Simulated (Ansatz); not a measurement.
One change: `COB(Br)OC` becomes `COB(S)OC`.

Ansatz, PBE0-D4/def2-TZVP geometries, multiplicity 1. Each molecule was computed in one conformer, which needn't be the lowest.

Scalar relativity is left out up to krypton.

```json
{"property": "HOMO energy (ωB97M-V/def2-TZVPP) / eV", "`COB(Br)OC`": "-10.47"}
{"property": "size of the dipole moment (PBE/def2-TZVPP) / D", "`COB(Br)OC`": "2.45"}
{"property": "LUMO energy (ωB97M-V/def2-TZVPP) / eV", "`COB(Br)OC`": "2.16"}
{"property": "HOMO energy (PBE0/def2-TZVPP) / eV", "`COB(Br)OC`": "-8.21"}
{"property": "HOMO–LUMO gap (PBE/def2-TZVPP) / eV", "`COB(Br)OC`": "6.65"}
{"property": "HOMO energy (B3LYP/def2-TZVPP) / eV", "`COB(Br)OC`": "-7.91"}
```

(1) Give the same properties after the change, and the shifts. (An estimate is asked.)

Results:

(1) Computed: 
| property | `COB(S)OC` | shift |
| --- | --- | --- |
| HOMO energy (ωB97M-V/def2-TZVPP) / eV | -9.59 | 0.88 |
| size of the dipole moment (PBE/def2-TZVPP) / D | 1.33 | -1.12 |
| LUMO energy (ωB97M-V/def2-TZVPP) / eV | 2.22 | 0.06 |
| HOMO energy (PBE0/def2-TZVPP) / eV | -7.39 | 0.82 |
| HOMO–LUMO gap (PBE/def2-TZVPP) / eV | 5.93 | -0.72 |
| HOMO energy (B3LYP/def2-TZVPP) / eV | -7.12 | 0.79 |

Dipoles are sizes alone; their direction can turn.

B3LYP here is the variant with VWN-RPA as its local correlation; programs differ in this.

Spin–orbit coupling is left out; it splits and shifts lone-pair levels of the heavy atoms by tenths of an eV.
